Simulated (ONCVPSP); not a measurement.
## Configuration tests for Cr (Z = 24) (ONCV)

```json
{"Element": "chromium", "Generator": "ONCVPSP 4.0.1", "Type": "optimised norm-conserving Vanderbilt (ONCV)", "Functional": "PW91", "Relativity": "scalar-relativistic", "Frozen core": "[Ar]", "Valence charge": "6", "Reference configuration": "3d5 4s0.75 4p0.25", "Partial waves": "4s: rc 2.15 bohr, ncon 4, nbas 7, qcut 2.4 1/bohr, 1 projector; 4p: rc 4.00 bohr, ncon 4, nbas 8, qcut 2.5 1/bohr, 1 projector; 3d: rc 1.80 bohr, ncon 4, nbas 8, qcut 9 1/bohr, 1 projector", "Local potential": "polynomial inside 1.20 bohr (lpopt 3, dvloc0 0 Ha)", "Core correction": "none"}
```

Energies are relative to the spin-unpolarised reference configuration 3d5 4s0.75 4p0.25; without spin polarisation the order of configurations can differ from experiment. Not all tests gave a result: 1 of 4 tests not solved or not reliable.

```
valence configuration  charge  ΔE all-electron (eV)  error AE − PS (meV)
          3d5 4s1 4p0       0                -0.761                 +0.4
          3d5 4s0 4p0      +1                 6.175                 +9.2
          3d4 4s2 4p0       0                -0.843                  -73
```

Levels in the configuration 3d5 4s0 4p0:

```json
{"level": "3d", "all-electron (eV)": "-9.936", "pseudo (eV)": "-9.869"}
```

Note: ghosts flagged at negative energy: s at -47.7 eV; GHOST(+) flagged for p at 9.4 eV. A true bound ghost makes a file unfit for plane-wave use.
